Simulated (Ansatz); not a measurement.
## Nudged elastic band run: CH$_{5}$AsO

Input file:

```yaml
crystal:
  periodic: [false, false, false]
  atoms:
    - { symbol: C, position_ang: [-0.425182, 0.878273, -0.215123] }
    - { symbol: O, position_ang: [-0.778596, -0.143189, 0.671845] }
    - { symbol: As, position_ang: [0.256191, -1.600919, 0.775295] }
    - { symbol: H, position_ang: [-0.402616, 0.530959, -1.26672] }
    - { symbol: H, position_ang: [0.567802, 1.310338, 0.01796] }
    - { symbol: H, position_ang: [-1.177563, 1.67868, -0.132332] }
    - { symbol: H, position_ang: [1.616979, -0.88019, 0.830831] }
    - { symbol: H, position_ang: [0.435085, -1.831051, -0.737656] }
basis:
  gaussian: { orbitals: def2-SVP }
hamiltonian:
  xc: pbe0
  dispersion: d4
neb:
  order_check: false
  images: 9
  f_tol: 0.05
  max_iterations: 60
  final_atoms:
    - { symbol: C, position_ang: [-0.24317095, 0.95578233, -0.19898645] }
    - { symbol: O, position_ang: [-0.11335926, -0.27308862, 0.50866613] }
    - { symbol: As, position_ang: [1.18579815, -1.72421105, -0.24148167] }
    - { symbol: H, position_ang: [-0.51987228, 0.68848058, -1.22529556] }
    - { symbol: H, position_ang: [0.70722735, 1.51105673, -0.21905352] }
    - { symbol: H, position_ang: [-1.03560632, 1.56407474, 0.26398095] }
    - { symbol: H, position_ang: [0.13554595, -0.12887581, 1.42997764] }
    - { symbol: H, position_ang: [-0.02446264, -2.65031788, -0.37370753] }
  initial_path:
    images:
      - { positions_ang: [[-0.425182, 0.878273, -0.215123], [-0.778596, -0.143189, 0.671845], [0.256191, -1.600919, 0.775295], [-0.402616, 0.530959, -1.26672], [0.567802, 1.310338, 0.01796], [-1.177563, 1.67868, -0.132332], [1.616979, -0.88019, 0.830831], [0.435085, -1.831051, -0.737656]] }
      - { positions_ang: [[-0.39871993, 0.84573035, -0.211506], [-0.72504776, -0.14576397, 0.70861315], [0.31893319, -1.60357517, 0.73366044], [-0.45665199, 0.49494374, -1.24643622], [0.59783186, 1.25822414, -0.05274019], [-1.12726474, 1.68108159, -0.09957334], [1.42571969, -0.80665281, 0.90313805], [0.45729969, -1.78108686, -0.79105589]] }
      - { positions_ang: [[-0.37225785, 0.81318771, -0.20788899], [-0.67149952, -0.14833894, 0.74538129], [0.38167537, -1.60623134, 0.69202589], [-0.51068799, 0.45892848, -1.22615243], [0.62786172, 1.20611027, -0.12344038], [-1.07696649, 1.68348318, -0.06681468], [1.23446039, -0.73311563, 0.9754451], [0.47951437, -1.73112272, -0.84445578]] }
      - { positions_ang: [[-0.34579578, 0.78064506, -0.20427199], [-0.61795128, -0.15091391, 0.78214944], [0.44441756, -1.60888752, 0.65039133], [-0.56472398, 0.42291323, -1.20586865], [0.65789157, 1.15399641, -0.19414057], [-1.02666823, 1.68588477, -0.03405602], [1.04320108, -0.65957844, 1.04775215], [0.50172906, -1.68115858, -0.89785567]] }
      - { positions_ang: [[-0.31933371, 0.74810241, -0.20065498], [-0.56440304, -0.15348889, 0.81891758], [0.50715974, -1.61154369, 0.60875677], [-0.61875997, 0.38689797, -1.18558487], [0.68792143, 1.10188254, -0.26484077], [-0.97636998, 1.68828635, -0.00129736], [0.85194178, -0.58604126, 1.12005919], [0.52394375, -1.63119445, -0.95125557]] }
      - { positions_ang: [[-0.29287163, 0.71555977, -0.19703798], [-0.5108548, -0.15606386, 0.85568573], [0.56990193, -1.61419986, 0.56712222], [-0.67279596, 0.35088271, -1.16530108], [0.71795129, 1.04976868, -0.33554096], [-0.92607172, 1.69068794, 0.03146129], [0.66068247, -0.51250407, 1.19236624], [0.54615844, -1.58123031, -1.00465546]] }
      - { positions_ang: [[-0.2829315, 0.76360428, -0.19742767], [-0.43135569, -0.17946881, 0.78628181], [0.69308117, -1.6362021, 0.40540144], [-0.64221123, 0.41840229, -1.17729998], [0.7158065, 1.14202629, -0.31224347], [-0.94797864, 1.6653653, 0.07796523], [0.55565517, -0.43577842, 1.23988852], [0.43203422, -1.79504782, -0.87846587]] }
      - { positions_ang: [[-0.27299136, 0.81164879, -0.19781737], [-0.35185658, -0.20287376, 0.71687789], [0.81626042, -1.65820434, 0.24368066], [-0.61162649, 0.48592186, -1.18929887], [0.71366171, 1.2342839, -0.28894598], [-0.96988556, 1.64004266, 0.12446916], [0.45062786, -0.35905277, 1.2874108], [0.31791, -2.00886534, -0.75227629]] }
      - { positions_ang: [[-0.26305122, 0.8596933, -0.19820706], [-0.27235747, -0.22627872, 0.64747397], [0.93943966, -1.68020657, 0.08195988], [-0.58104175, 0.55344143, -1.20129777], [0.71151693, 1.32654151, -0.26564849], [-0.99179248, 1.61472002, 0.17097309], [0.34560056, -0.28232712, 1.33493308], [0.20378579, -2.22268285, -0.6260867]] }
      - { positions_ang: [[-0.25311109, 0.90773781, -0.19859676], [-0.19285837, -0.24968367, 0.57807005], [1.06261891, -1.70220881, -0.0797609], [-0.55045701, 0.62096101, -1.21329666], [0.70937214, 1.41879912, -0.24235101], [-1.0136994, 1.58939738, 0.21747702], [0.24057325, -0.20560147, 1.38245536], [0.08966157, -2.43650037, -0.49989711]] }
      - { positions_ang: [[-0.24317095, 0.95578233, -0.19898645], [-0.11335926, -0.27308862, 0.50866613], [1.18579815, -1.72421105, -0.24148167], [-0.51987228, 0.68848058, -1.22529556], [0.70722735, 1.51105673, -0.21905352], [-1.03560632, 1.56407474, 0.26398095], [0.13554595, -0.12887581, 1.42997764], [-0.02446264, -2.65031788, -0.37370753]] }
```

Command:

```bash
$ ansatz run input.yaml --threads 2 --pin off --max-ram 3072MiB --backend cpu --events-out ev --progress --plain --runs-dir out
```

Output, in part (warnings, iteration lines, the closing report on the highest movable image, with atoms numbered from 0):

```
NEB end point (image 0): max|allowed force component| = 3.650e-3 eV/Å (the criterion of neb.relax_end_points is 1.000e-2)
NEB end point (image 10): max|allowed force component| = 1.631e-2 eV/Å (the criterion of neb.relax_end_points is 1.000e-2)
NEB iter   1: max|band force component| = 1.271e1 eV/Å  barrier→ = 5.0288 eV  barrier← = 3.4054 eV  Δτ_max = 0.1965 Å  (276 SCF iters)
NEB iter   2: max|band force component| = 3.966e0 eV/Å  barrier→ = 2.8572 eV  barrier← = 1.2339 eV  Δτ_max = 0.1990 Å  (267 SCF iters)
NEB iter   3: max|band force component| = 1.724e0 eV/Å  barrier→ = 2.5560 eV  barrier← = 0.9327 eV  Δτ_max = 0.1990 Å  (265 SCF iters)
NEB iter   4: max|band force component| = 1.335e0 eV/Å  barrier→ = 2.8412 eV  barrier← = 1.2179 eV  Δτ_max = 0.2000 Å  (265 SCF iters)
NEB iter   5: max|band force component| = 1.676e0 eV/Å  barrier→ = 2.4513 eV  barrier← = 0.8280 eV  Δτ_max = 0.1001 Å  (264 SCF iters)
NEB iter   6: max|band force component| = 1.544e0 eV/Å  barrier→ = 2.4338 eV  barrier← = 0.8105 eV  Δτ_max = 0.1006 Å  (258 SCF iters)
NEB iter   7: max|band force component| = 1.142e0 eV/Å  barrier→ = 2.3564 eV  barrier← = 0.7330 eV  Δτ_max = 0.1015 Å  (264 SCF iters)
NEB iter   8: max|band force component| = 7.707e-1 eV/Å  barrier→ = 2.3073 eV  barrier← = 0.6839 eV  Δτ_max = 0.1001 Å  (260 SCF iters)
NEB iter   9: max|band force component| = 5.355e-1 eV/Å  barrier→ = 2.2558 eV  barrier← = 0.6325 eV  Δτ_max = 0.0721 Å  (256 SCF iters)
NEB iter  10: max|band force component| = 5.055e-1 eV/Å  barrier→ = 2.2210 eV  barrier← = 0.5976 eV  CI = image 4  Δτ_max = 0.1993 Å  (247 SCF iters)
NEB iter  11: max|band force component| = 5.775e-1 eV/Å  barrier→ = 2.2438 eV  barrier← = 0.6205 eV  CI = image 4  Δτ_max = 0.0989 Å  (257 SCF iters)
NEB iter  12: max|band force component| = 2.556e-1 eV/Å  barrier→ = 2.2203 eV  barrier← = 0.5970 eV  CI = image 4  Δτ_max = 0.1682 Å  (243 SCF iters)
NEB iter  13: max|band force component| = 1.963e-1 eV/Å  barrier→ = 2.2072 eV  barrier← = 0.5838 eV  CI = image 4  Δτ_max = 0.0583 Å  (251 SCF iters)
NEB iter  14: max|band force component| = 1.098e-1 eV/Å  barrier→ = 2.2012 eV  barrier← = 0.5778 eV  CI = image 4  Δτ_max = 0.0342 Å  (226 SCF iters)
NEB iter  15: max|band force component| = 8.257e-2 eV/Å  barrier→ = 2.2000 eV  barrier← = 0.5767 eV  CI = image 4  Δτ_max = 0.0158 Å  (230 SCF iters)
NEB iter  16: max|band force component| = 3.708e-2 eV/Å  barrier→ = 2.1998 eV  barrier← = 0.5764 eV  CI = image 4  Δτ_max = 0.0000 Å  (452 SCF iters)
Total energy: -63983.31202724 eV, -2351.3433475546 hartree
Atom 0 at    -0.372587     0.815579    -0.253815 Å, force    -0.008290     0.037209    -0.033859 eV/Å
Atom 1 at    -0.433162    -0.085592     0.823143 Å, force     0.003619    -0.021571     0.007321 eV/Å
Atom 2 at     0.264482    -1.965936     0.467186 Å, force     0.003390     0.016782     0.005900 eV/Å
Atom 3 at    -1.020457     0.470442    -1.078522 Å, force    -0.000021    -0.003936     0.006817 eV/Å
Atom 4 at     0.655335     0.926849    -0.644579 Å, force     0.002015    -0.005299     0.004457 eV/Å
Atom 5 at    -0.724552     1.799529     0.096916 Å, force     0.005897    -0.014465     0.010003 eV/Å
Atom 6 at     0.649447    -0.549865     1.271789 Å, force    -0.005217    -0.004856    -0.003117 eV/Å
Atom 7 at     1.073595    -1.468106    -0.738017 Å, force    -0.001393    -0.003862     0.002477 eV/Å
Dipole moment:     0.132066     0.271829    -0.220957 e Å
```

The forces met the threshold. The profile has 2 maxima (images 4, 7) with wells between them (image 5): this band takes more than one step, which may be the mechanism or a detour left from its start path. Neighbouring images differ by up to 1.4 eV, so the band resolves the path poorly. A vibrational analysis at the climbing image gives one clearly imaginary mode, 1431i cm⁻¹: a first-order saddle point. The orbitals stay closed-shell, which can raise the energy where a bond breaks towards radicals; this wasn't checked here.

Final band (atoms are numbered from 1 in the order of the input):

```json
{"image": "0", "path coordinate (Å)": "0.00", "energy (eV)": "0.00", "As3–H7 (Å)": "1.54", "O2–H7 (Å)": "2.51"}
{"image": "1", "path coordinate (Å)": "0.61", "energy (eV)": "0.02", "As3–H7 (Å)": "1.54", "O2–H7 (Å)": "2.51"}
{"image": "2", "path coordinate (Å)": "1.21", "energy (eV)": "0.08", "As3–H7 (Å)": "1.54", "O2–H7 (Å)": "2.48"}
{"image": "3", "path coordinate (Å)": "1.82", "energy (eV)": "0.84", "As3–H7 (Å)": "1.50", "O2–H7 (Å)": "1.94"}
{"image": "4", "path coordinate (Å)": "2.42", "energy (eV)": "2.20", "As3–H7 (Å)": "1.67", "O2–H7 (Å)": "1.26"}
{"image": "5", "path coordinate (Å)": "3.06", "energy (eV)": "1.64", "As3–H7 (Å)": "2.36", "O2–H7 (Å)": "0.97"}
{"image": "6", "path coordinate (Å)": "3.69", "energy (eV)": "1.67", "As3–H7 (Å)": "2.52", "O2–H7 (Å)": "0.97"}
{"image": "7", "path coordinate (Å)": "4.33", "energy (eV)": "1.72", "As3–H7 (Å)": "2.51", "O2–H7 (Å)": "0.97"}
{"image": "8", "path coordinate (Å)": "4.96", "energy (eV)": "1.69", "As3–H7 (Å)": "2.54", "O2–H7 (Å)": "0.97"}
{"image": "9", "path coordinate (Å)": "5.59", "energy (eV)": "1.64", "As3–H7 (Å)": "2.54", "O2–H7 (Å)": "0.97"}
{"image": "10", "path coordinate (Å)": "6.23", "energy (eV)": "1.62", "As3–H7 (Å)": "2.54", "O2–H7 (Å)": "0.97"}
```

Time of the run: 3.1 min on 2 threads of Arm Neoverse V2 (shared host), peak memory 0.17 GiB.
